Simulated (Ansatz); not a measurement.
Consider the hydrogenolysis of the Si–Si bond: `C[C@@H]1[AlH][Si@H]1[SiH3]` + H₂ → `C[CH]1[AlH][SiH2]1` + SiH₄.

Computed with Ansatz on PBE0-D4/def2-TZVP structures; ΔE is electronic, products minus reactants. CBS: MP2 limit from def2 TZ/QZ plus the TZ coupled-cluster correction, frozen cores. This one scheme is used for every species. Functionals use def2-TZVPP. B3LYP here is the variant with VWN-RPA as its local correlation; programs differ in this.

`C[C@@H]1[AlH][Si@H]1[SiH3]`:

```xyz
14

C    -1.875   -0.648   -0.905
C    -0.759   -0.744    0.114
Al   -0.576   -0.898    2.046
Si    0.340    0.746    0.669
Si    2.383    1.116   -0.389
H    -1.501   -0.419   -1.908
H    -2.580    0.144   -0.638
H    -2.447   -1.579   -0.971
H    -0.019   -1.519   -0.172
H    -1.036   -1.737    3.307
H    -0.485    1.993    0.712
H     3.106   -0.182   -0.493
H     2.222    1.665   -1.765
H     3.226    2.061    0.393
```

H₂:

```xyz
2

H     0.074   -0.236    0.280
H    -0.074    0.236   -0.280
```

`C[CH]1[AlH][SiH2]1`:

Z-matrix (Å, degrees):
```
C
C 1 1.514
H 1 1.095 2 112.2
H 1 1.093 2 110.6 3 119.5
H 1 1.094 2 112.0 3 -121.1
Al 2 1.950 1 139.8 3 -175.7
Si 2 1.917 1 125.6 3 -66.8
H 2 1.113 1 111.2 3 58.4
H 6 1.584 2 142.8 1 -51.2
H 7 1.491 2 119.8 1 90.8
H 7 1.492 2 110.5 1 -36.8
```

SiH₄:

Z-matrix (Å, degrees):
```
Si
H 1 1.485
H 1 1.485 2 109.5
H 1 1.485 2 109.5 3 -120.0
H 1 1.485 2 109.5 3 120.0
```

Is it downhill or uphill in electronic energy at CCSD(T)/CBS, and by how much? (Estimate.)

Ansatz gave: Downhill: ΔE = -4.3 kJ/mol.

What do these levels give: PBE-D4, r2SCAN-D4, ωB97X-V, r2SCAN, B3LYP, HF/def2-TZVPP, SCS-MP2/def2-TZVPP, CCSD(T)/def2-TZVPP, SCS-MP2/def2-QZVPP, HF/CBS(def2), MP2/CBS(def2), CCSD/CBS(def2)? (Best estimate.)

Ansatz gave: PBE-D4 9.2, r2SCAN-D4 1.8, ωB97X-V -9.4, r2SCAN -0.3, B3LYP -16.9, HF/def2-TZVPP -39.0, SCS-MP2/def2-TZVPP -13.3, CCSD(T)/def2-TZVPP -7.5, SCS-MP2/def2-QZVPP -11.7, HF/CBS(def2) -39.6, MP2/CBS(def2) -1.7, CCSD/CBS(def2) -10.8 kJ/mol.

Largest T1 diagnostic among the species: 0.013.

From PBE to PBE0 (25 % exact exchange), in def2-TZVPP and without D4, ΔE moves by −5.8 kJ/mol. In def2-TZVPP, CCSD(T) changes the Hartree–Fock value by +31.6 kJ/mol (the triples alone add +6.4 kJ/mol) and MP2 by +34.2 kJ/mol.
